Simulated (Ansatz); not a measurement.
`B[N][GeH3]` radical, relaxed with UKS PBE-D4/def2-SVP in the Gaussian-basis code of Ansatz from a rough embedded geometry. The force threshold is 0.03 eV/Å; the program also tests the step.

The species carries charge 0 and has multiplicity 2.

Start:

```xyz
8

B    -1.434   -0.433   -0.197
N    -0.763    0.636    0.525
Ge    1.044    0.420    0.181
H    -1.417   -0.510   -1.327
H    -2.143   -1.246    0.378
H     1.523   -0.966    0.734
H     1.853    1.552    0.977
H     1.337    0.548   -1.271
```

```tsv
step	energy (eV)	largest force (eV/Å)	largest move (Å)
1	-58743.5400	4.064	0.000
2	-58743.9195	1.915	0.175
3	-58744.0248	0.898	0.195
4	-58744.1622	0.583	0.200
5	-58744.2300	0.724	0.193
6	-58744.2868	0.179	0.200
7	-58744.3009	0.240	0.200
8	-58744.3049	0.031	0.047
9	-58744.3050	0.010	0.007
```

End:

```xyz
8

B    -1.691   -0.466   -0.250
N    -0.417   -0.108   -0.029
Ge    1.329    0.371    0.214
H    -2.237   -0.258   -1.337
H    -2.369   -1.016    0.623
H     2.073   -0.815    0.877
H     1.398    1.640    1.098
H     1.915    0.652   -1.196
```

Hardware: 4 threads of a server CPU on a shared host. Wall time 9.5 s, peak host memory 0.17 GiB.
